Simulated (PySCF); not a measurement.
MgI⁺: script and output

File input.py (PySCF 2.14):

```python
from pyscf import gto, scf
from pyscf.prop.polarizability import uhf as pol

mol = gto.M(
    atom='Mg 0 0 0; I 0 0 2.314',
    basis='sbkjc',
    ecp={'Mg': 'sbkjc', 'I': 'sbkjc'},
    charge=1,
    spin=0,
    symmetry=True,
    verbose=3,
)
mf = scf.UHF(mol)
mf.kernel()
print('polarizability (a.u.)')
print(pol.Polarizability(mf).polarizability().round(4))
mf.dip_moment()
print('orbital energies (hartree):', [e[max(0, n-3):n+3].round(4) for e, n in zip(mf.mo_energy, mol.nelec)])
```

```bash
$ OMP_NUM_THREADS=1 python input.py
```

The log:

```
converged SCF energy = -11.758621191835  <S^2> = -1.3322676e-14  2S+1 = 1
polarizability (a.u.)
[[22.761  -0.     -0.    ]
 [-0.     22.761  -0.    ]
 [-0.     -0.     60.0257]]

WARN: System has nonzero charge 1; the dipole moment is origin-dependent.
Location of origin: [0. 0. 0.]

Dipole moment(X, Y, Z, Debye):  0.00000,  0.00000, -3.82007
orbital energies (hartree): [array([-0.6103, -0.5539, -0.5539, -0.2598, -0.1487, -0.1487]), array([-0.6103, -0.5539, -0.5539, -0.2598, -0.1487, -0.1487])]
```

In short: E(SCF) = -11.758621 Eh, α(xx, yy, zz) = 22.8, 22.8, 60.0 bohr³.

It ran on Arm Neoverse V2 (1 thread, shared host) in 0.6 s, peak memory 0.11 GiB.

The bond length is a typed value, not an optimised one. The dipole of an ion depends on the origin. No search for the lowest solution was made.
